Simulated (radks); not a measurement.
Nb6+, 35 electrons, occupied as [Ar] 3d10 4s2 4p5.

All-electron calculation, scalar-relativistic Kohn-Sham, BLYP, spin-polarised, spherical densities, point nucleus; open shells are filled with parallel spins first (spin-orbit coupling, left out, can overturn this in heavy ions). Program: a radial shooting solver on a logarithmic mesh with Libxc functionals.

Energy parts (eV):
total: -103716.559
kinetic: 106805.879
electron-nucleus: -246866.877
Hartree: 39516.234
exchange-correlation: -3171.796

Orbitals (lengths in bohr, moments of r in powers of bohr; <r^-3> diverges for s and p1/2; r(max) is where P^2 peaks):
\begin{tabular}{lrrrrr}
orbital & occ. & eigenvalue (eV) & r(max) & <1/r> & <r^-3> \\ \hline
1s up & 1 & -18899.32 & 0.02349 & 42.40 & - \\
1s down & 1 & -18899.14 & 0.02349 & 42.40 & - \\
2s up & 1 & -2718.447 & 0.1332 & 9.527 & - \\
2s down & 1 & -2718.342 & 0.1332 & 9.527 & - \\
2p up & 3 & -2437.037 & 0.1064 & 9.274 & 2348 \\
2p down & 3 & -2436.867 & 0.1064 & 9.274 & 2348 \\
3s up & 1 & -524.2521 & 0.3953 & 3.256 & - \\
3s down & 1 & -524.0471 & 0.3953 & 3.256 & - \\
3p up & 3 & -432.2679 & 0.3889 & 3.096 & 385.5 \\
3p down & 3 & -432.0379 & 0.3890 & 3.096 & 385.5 \\
3d up & 5 & -281.9386 & 0.3337 & 2.862 & 50.83 \\
3d down & 5 & -281.6926 & 0.3337 & 2.863 & 50.86 \\
4s up & 1 & -137.9628 & 1.010 & 1.233 & - \\
4s down & 1 & -136.6075 & 1.009 & 1.234 & - \\
4p up & 3 & -112.1999 & 1.083 & 1.120 & 63.04 \\
4p down & 2 & -110.8612 & 1.082 & 1.119 & 62.99 \\
\end{tabular}

The highest occupied level is 4p down at -110.86 eV. Summed over all electrons, <r^2> = 15.18 bohr^2, which gives a Langevin (diamagnetic) susceptibility term of -12 x 10^-6 cm^3/mol. For comparison, the ionisation energy in NIST's Atomic Spectra Database is 119.1 eV (measured). In exact Kohn-Sham theory the highest level is minus the ionisation energy, but local and semilocal functionals leave it too shallow, through self-interaction and a potential that decays too fast; potentials with the right tail come closer. Spin moment in Bohr magnetons: 1. The density falls to 0.001 e/bohr^3 at r = 2.62 bohr.
